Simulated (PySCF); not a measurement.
# Stationary points of HfH₄

Method: PBE0/[Hf def2-TZVP with ECP60, H def2-TZVP], scalar-relativistic core potentials, density fitting, no spin–orbit coupling, PySCF.

Relaxations began from a few typed shapes. The search is not exhaustive: other isomers or separated fragments can lie lower, and high-lying points may rest on an excited occupation.

Problem. Order these stationary points by electronic energy, lowest first, in kJ/mol from the lowest minimum.
A. singlet D4h: Hf–H 1.920 Å (×4); H–Hf–H 90.0° (×4), H–Hf–H 180.0° (×2)
B. singlet Td: Hf–H 1.847 Å (×4); H–Hf–H 109.5° (×6)

Solution. B (0.0), A (273.5).

Problem. Which of them are minima?

Solution. By energy in kJ/mol, 0.0: minimum; 273.5: saddle point, 4 imaginary modes.

Formally Hf is in oxidation state +4, d0. The polar-tensor charge on Hf, 1.63, is far below the formal one.

For the lowest minimum: stability towards spin polarisation was not tested. Spin–orbit coupling, left out here, can matter for elements this heavy.
